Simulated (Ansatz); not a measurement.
The cluster PbI₂⁻. Charge -1, multiplicity 2. Geometry PBE0-D4/def2-SVP, that of the neutral singlet; atoms count from 1.

```tsv
atom	x (Å)	y (Å)	z (Å)
Pb1	-0.437	-0.370	1.052
I2	-1.731	-0.139	-1.450
I3	2.168	0.510	0.398
```

In the def2 sets I, Pb take a core potential; there is no spin–orbit coupling. The structure comes from a short search, and lower isomers may exist.

**Question.** Estimate the Mulliken populations from the PBE0/def2-TZVPD orbitals of Ansatz.

**Answer.** 
```json
{"atom": "Pb1", "charge (e)": "-0.07", "spin (α − β)": "1.02"}
{"atom": "I2", "charge (e)": "-0.47", "spin (α − β)": "-0.01"}
{"atom": "I3", "charge (e)": "-0.47", "spin (α − β)": "-0.01"}
```
Mulliken values depend strongly on the basis. With diffuse functions, as here, like atoms can get unlike values, and bond orders can come out too low or too high.

**Question.** Where does the spin sit?

**Answer.** Summed by element: Pb 1.02, I -0.02, of 1 unpaired in all. Largest on single atoms: Pb1 1.02, I2 -0.01, I3 -0.01.

**Question.** And the Mayer bond orders between heavy atoms (over 0.3)?

**Answer.** Pb1–I2 0.78 (2.83 Å); Pb1–I3 0.78 (2.83 Å).
